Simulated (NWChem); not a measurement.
AlHF₂; SMILES [F][AlH][F]

Results from NWChem. The geometry was optimised at PBE0/def2-SVP. Vertical excitations in the gas phase; the lowest state need not have the same character in each row.

For level PBE0/def2-SVP, TDA:

```
Quantity                                  Result
----------------------------------------  ------
lowest excitation, singlet (eV)             7.95
oscillator strength of that lowest state   0.110
lowest triplet (eV)                         7.08
orbital gap (eV)                            9.33
```

Estimate the same quantities for level PBE/def2-SVP, TDA.

The lowest excitation, singlet (eV) is 7.30 and the oscillator strength of that lowest state is 0.070. The lowest triplet (eV) is 6.61 and the orbital gap (eV) comes out as 7.01.
